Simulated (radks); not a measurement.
Tm5+, 64 electrons, occupied as [Kr] 4d10 4f11 5s2 5p5. All-electron calculation, scalar-relativistic Kohn-Sham, r2SCAN, spin-polarised, spherical densities, finite nucleus; open shells are filled with parallel spins first (spin-orbit coupling, left out, can overturn this in heavy ions); meta-GGA in the generalised Kohn-Sham scheme; Fermi nuclear charge, rms radius 5.2256 fm. Program: a radial shooting solver on a logarithmic mesh with Libxc functionals.

Unscreened Slater integrals over Kohn-Sham orbitals (hartree). They are taken over the spin-up orbitals.

F0(4f,4f): 1.3221
F2(4f,4f): 0.63385
F4(4f,4f): 0.39872
F6(4f,4f): 0.28714
F0(4f,5p): 0.81864
F2(4f,5p): 0.27754
G2(4f,5p): 0.13191
G4(4f,5p): 0.10514
F0(4f,5s): 0.90406
G3(4f,5s): 0.15565
F0(5p,5p): 0.67996
F2(5p,5p): 0.37041
F0(5p,5s): 0.71953
G1(5p,5s): 0.48659
F0(5s,5s): 0.76973

Derived for the open shells (J is the average intra-shell exchange parameter used in DFT+U). 4f: F4/F2 = 0.629, F6/F2 = 0.453, J = (286 F2 + 195 F4 + 250 F6)/6435 = 0.05141 hartree. 5p: J = F2/5 = 0.07408 hartree.
